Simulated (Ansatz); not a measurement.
System: sum formula H5SiN2O2, charge 0, multiplicity 2. It need not be the lowest isomer of its formula. 
Coordinates optimised at B3LYP-D3(BJ)/def2-TZVP (Ansatz, an electronic-structure program):
SMILES: [NH][Si](N)(O)O
```xyz
10

N     -0.8426     0.3861     1.4885
Si    -0.0151    -0.0103     0.0120
N      1.6054    -0.1575     0.4894
O     -0.3990    -1.3878    -0.7948
O     -0.3993     1.1896    -1.0538
H     -1.6816    -0.1501     1.7093
H      2.2540    -0.7818     0.0418
H      1.9556     0.2468     1.3403
H     -0.9683    -1.2813    -1.5615
H     -0.3014     2.0970    -0.7544
```
Charge 0, spin multiplicity 2.

Property: atomisation energy (electronic, to ground-state atoms); the coupled-cluster value holds the core correlation from cc-pwCVTZ, in kJ/mol. Correlated levels leave the core frozen unless marked. UHF or UKS for open shells. No spin-orbit coupling. Non-relativistic. Basis-set limits of correlation are two-point, X^-3; Hartree-Fock from the larger set.

Level to compare with: CCSD(T)/CBS(cc-pV(T+d)Z,cc-pV(Q+d)Z) plus the core term (Ansatz), 3741.1 kJ/mol. It is a level with limits of its own, and the differences hold the functionals' basis error too.

Question: Rank these functionals by how close they come to CCSD(T)/CBS(cc-pV(T+d)Z,cc-pV(Q+d)Z), closest first: LC-wPBE/def2-TZVPD (Ansatz); PBE0/def2-TZVPD (Ansatz); PBE/def2-TZVPD (Ansatz).

Answer: PBE/def2-TZVPD (GGA, 3771.0 kJ/mol, difference 29.9), LC-wPBE/def2-TZVPD (range-separated hybrid, 3694.2 kJ/mol, difference -46.9), PBE0/def2-TZVPD (global hybrid, 3664.9 kJ/mol, difference -76.2)
